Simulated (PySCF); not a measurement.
Ligand exchange on a metal centre used in film growth or etching (Mo Cl-F). Gas-phase values, no solvent.

The HOMO–LUMO gap from two functionals at the same geometries (TPSS-D3(BJ)/def2-SVP), both in PySCF: PBE-D3(BJ)/def2-TZVP and TPSSh-D3(BJ)/def2-TZVP. 

| species | PBE-D3(BJ)/def2-TZVP (eV) | TPSSh-D3(BJ)/def2-TZVP (eV) |
|---|---|---|
| 0 of 6 Cl replaced by F ([Mo(Cl)6]) | 1.55 | 2.27 |
| 1 of 6 Cl replaced by F ([Mo(Cl)5(F)]) | 1.48 | 2.19 |
| 2 of 6 Cl replaced by F ([Mo(Cl)4(F)2]) | 1.85 | 2.59 |
| 3 of 6 Cl replaced by F | 1.80 | 2.53 |
| 4 of 6 Cl replaced by F ([Mo(Cl)2(F)4]) | 2.17 | 2.92 |
| 6 of 6 Cl replaced by F ([Mo(F)6]) | 4.37 | 5.46 |

Over these rows, drawn at random from the members with no instability flagged (it was tested for open shells, ions and some series alone), PBE minus TPSSh-D3(BJ): mean -0.79 eV, from -1.09 eV to -0.72 eV.
